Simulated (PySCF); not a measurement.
## Which element holds H most strongly?

PBE0 in PySCF with def2-TZVPPD on every atom (core potentials on Mo, In, Sn), for the lowest determinant that a PBE0 search found; no spin–orbit coupling. D0 is De less the harmonic zero-point energy.

```tsv
M	state (unpaired electrons)	Re (Å)	ωe (cm⁻¹)	D0(MH) (eV)
In	singlet (closed shell)	1.850	1458	2.54
Cu	singlet (closed shell)	1.482	1882	2.46
Sn	doublet (π ↑)	1.778	1713	2.50
Ga	singlet (closed shell)	1.681	1591	2.77
P	triplet (π ↑↑)	1.427	2375	3.07
Mo	sextet (σ ↑, π ↑↑, δ ↑↑)	1.715	1774	2.27
B	singlet (closed shell)	1.240	2330	3.35
```

**Question.** Order the elements by D0 and give the energy of GaH + Cu → CuH + Ga.

**Answer.** B > P > Ga > In > Sn > Cu > Mo; ΔE = 2.77 − 2.46 = +0.31 eV at PBE0/def2-TZVPPD. Close neighbours can swap at other levels.

The metal atom is held in its measured ground configuration; semilocal functionals can put another filling of s and d lower by some tenths of an eV, and De to that atom would be smaller. These are scalar-relativistic numbers at best; spin–orbit coupling would shift them, the dissociation energy most. States were picked by a PBE0 search and need not be the measured ground states.
